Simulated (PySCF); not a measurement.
A series of related molecules

Computed with PySCF 2.14.0, TDDFT CAM-B3LYP/def2-SVPD circular dichroism and optical rotation, one conformer, gas phase. Geometry: GFN2-xTB.

Each molecule in one low-energy conformer. The parent is F[C@@H]1C[C@@H]2CC[C@H]1N2.

(1) How does the specific rotation at 589.3 nm (origin-invariant length gauge) change along this series?
- F[C@@H]1C[C@@H]2CC[C@H]1N2 (base)
- F[C@@H]1C[C@H]2CC[C@@H]1N2 (diastereomer)

Answers

(1) 
| molecule | [α]589 (deg dm⁻¹ (g/mL)⁻¹) | S1 (eV) | R(S1), velocity form (10⁻⁴⁰ esu² cm²) |
| --- | --- | --- | --- |
| F[C@@H]1C[C@@H]2CC[C@H]1N2 | +8.4 | 6.51 | 0.0 |
| F[C@@H]1C[C@H]2CC[C@@H]1N2 | +30.4 | 6.70 | +0.2 |

The specific rotation at 589.3 nm (origin-invariant length gauge) is lowest for F[C@@H]1C[C@@H]2CC[C@H]1N2 and highest for F[C@@H]1C[C@H]2CC[C@@H]1N2.
